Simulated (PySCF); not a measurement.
PySCF 2.14 output of an unrestricted M06-L calculation on a single atom or ion in pcseg-2 (6s4p3d2f1g, 56 functions), with the non-relativistic Hamiltonian (point nucleus):

```
SCF conv_tol = 1e-09
number electrons alpha = 14  beta = 10
    Y. Zhao and D. G. Truhlar.,  J. Chem. Phys. 125, 194101 (2006)
    Y. Zhao and D. G. Truhlar.,  J. Chem. Phys. 125, 194101 (2006)
    Y. Zhao and D. G. Truhlar.,  Theor. Chem. Acc. 120, 215 (2008)
cycle= 1 E= -1380.53637982855  delta_E= -0.00324  |g|= 0.0158  |ddm|= 0.0406
cycle= 2 E= -1380.5364067852  delta_E= -2.7e-05  |g|= 0.0062  |ddm|= 0.00712
cycle= 3 E= -1380.53641346569  delta_E= -6.68e-06  |g|= 0.00219  |ddm|= 0.00385
cycle= 4 E= -1380.53641444976  delta_E= -9.84e-07  |g|= 3.58e-05  |ddm|= 0.00104
cycle= 5 E= -1380.53641445014  delta_E= -3.85e-10  |g|= 3.33e-06  |ddm|= 2.55e-05
converged SCF energy = -1380.53641445014  <S^2> = 6.0034495  2S+1 = 5.0013796
```

The run itself started from symmetry-adapted Hartree-Fock orbitals and held the occupation by maximum overlap, on a logarithmic radial grid, so the iterations belong to that start.

**Question.** Which element, charge and spin multiplicity is this?

**Answer.** Co³⁺ (cobalt, charge +3), multiplicity 5; the state was [Ar] 3d6, high-spin 5D determinant.
